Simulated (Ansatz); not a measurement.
Ansatz (a quantum-chemistry and plane-wave program) input (B3LYP-D3(BJ)/def2-TZVP):

Ansatz 0.2 input:
```yaml
crystal:
  periodic: [false, false, false]
  atoms:
    - {symbol: C, position_ang: [-1.62663508, 0.23855063, -0.08598336]}
    - {symbol: C, position_ang: [-0.27480729, -0.33552991, 0.02626650]}
    - {symbol: O, position_ang: [0.77842817, 0.49904553, -0.01201058]}
    - {symbol: C, position_ang: [2.02538222, 0.02237172, 0.07855811]}
    - {symbol: O, position_ang: [2.33035279, -1.13734919, 0.19591644]}
    - {symbol: H, position_ang: [-2.14821119, -0.15986368, -0.96000723]}
    - {symbol: H, position_ang: [-2.23210489, -0.01708958, 0.78697355]}
    - {symbol: H, position_ang: [-1.56263928, 1.31982202, -0.17222443]}
    - {symbol: H, position_ang: [-0.08277420, -1.39087407, 0.13208309]}
    - {symbol: H, position_ang: [2.72936871, 0.86372735, 0.02822507]}
basis:
  gaussian:
    orbitals: def2-TZVP
hamiltonian:
  xc: b3lyp
  dispersion: d3bj
magnetization: {spin_polarized: true, initial_magnetization: 1}
relax: {f_tol: 0.002, max_steps: 150}
```

End of the output:

```
the calculation of the forces begins
reference -7288.14697704 eV, -267.8344613227 hartree; 20, 19 occupied and 165, 166 virtual orbitals, 1062 factors
relax step  27: F+E_penalty+E_count = -7288.41503048 eV  Δ(F+E_penalty+E_count) = -2.759e-7 eV  max|allowed force component| = 2.445e-3 eV/Å  Δτ_max = 0.0005 Å  (39 SCF iters, accepted)
these checks for a lower state are left out or cut short: starts, cluster_reference, orbital_swaps, neighbouring_geometries, increment
integrals: 0.08 GiB planned
1062 factors; their error is unknown
mean field: 1.06 GiB planned
mean field -7288.14671804 eV, -267.8344518048 hartree, gradient 1.5e-5 eV, S^2 0.754289; 0 other end points of the search recorded, 0 dependent functions left out
the calculation of the forces begins
reference -7288.14697592 eV, -267.8344612817 hartree; 20, 19 occupied and 165, 166 virtual orbitals, 1062 factors
relax step  28: F+E_penalty+E_count = -7288.41503056 eV  Δ(F+E_penalty+E_count) = -7.985e-8 eV  max|allowed force component| = 1.004e-3 eV/Å  Δτ_max = 0.0004 Å  (38 SCF iters, accepted)
integrals: 0.08 GiB planned
1062 factors; their error is unknown
mean field: 1.06 GiB planned
mean field evaluation 224: about -7288.1533 eV, gradient 4.0e-1 eV
mean field -7288.14671804 eV, -267.8344518048 hartree, gradient 1.5e-5 eV, S^2 0.754289; 1 other end points of the search recorded, 0 dependent functions left out
the calculation of the forces begins
reference -7288.14697592 eV, -267.8344612817 hartree; 20, 19 occupied and 165, 166 virtual orbitals, 1062 factors
Total energy: -7288.41528844 eV, -267.8443215848 hartree
Atom 0 at    -1.621488     0.241045    -0.076576 Å, force    -0.000024    -0.000317    -0.000128 eV/Å
Atom 1 at    -0.289079    -0.295783     0.254288 Å, force     0.000217    -0.000224     0.000110 eV/Å
Atom 2 at     0.770413     0.480251    -0.147805 Å, force     0.000181    -0.000147     0.000024 eV/Å
Atom 3 at     2.028409    -0.011689    -0.032518 Å, force    -0.000213     0.001004    -0.000333 eV/Å
Atom 4 at     2.316920    -1.096964     0.380972 Å, force    -0.000070    -0.000938     0.000367 eV/Å
Atom 5 at    -1.813497     0.234820    -1.159183 Å, force     0.000156     0.000040    -0.000242 eV/Å
Atom 6 at    -2.394915    -0.359678     0.401360 Å, force    -0.000350    -0.000111     0.000210 eV/Å
Atom 7 at    -1.729052     1.276683     0.258781 Å, force     0.000011     0.000412     0.000167 eV/Å
Atom 8 at    -0.065068    -1.316667     0.519240 Å, force     0.000009     0.000091    -0.000044 eV/Å
Atom 9 at     2.733717     0.750793    -0.380761 Å, force     0.000082     0.000191    -0.000131 eV/Å
Dipole moment:    -0.322486     0.279103    -0.145442 e Å
```

It need not be the lowest isomer of its formula.
